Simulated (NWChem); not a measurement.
Molecule: GeH4O4; SMILES [OH][Ge]([OH])([OH])[OH]

```xyz
9

O      1.4915     0.0000     0.9270
Ge     0.0000     0.0000     0.0000
O     -1.4915     0.0000     0.9270
O      0.0000     1.4915    -0.9270
O      0.0000    -1.4915    -0.9270
H      1.7730     0.8944     1.1511
H     -1.7730    -0.8944     1.1511
H     -0.8944     1.7730    -1.1511
H      0.8944    -1.7730    -1.1511
```
Atoms are numbered in this order, from 1.

Results from NWChem. Geometry: optimised at PBE0/def2-SVP. Level TPSS/def2-SVP: energy and gradient; each run changes one setting, and changes count from the defaults (medium grid, exact Coulomb integrals, symmetry on).

Task: Which setting moves the energy most, and by about how much (defaults; extra-fine grid; coarse grid; Becke weights; Coulomb fitting, Weigend set)?

Result: Coulomb fitting, Weigend set, by about 400 μHa.
```tsv
setting	size of the energy change (μHa)	largest change of a gradient component (μHa/bohr)	time, defaults = 1 (rough)
defaults	< 10	< 30	about 1
extra-fine grid	< 10	< 30	2
Becke weights	30	30	about 1
Coulomb fitting, Weigend set	400	50	0.5
coarse grid	40	200	about 1
```
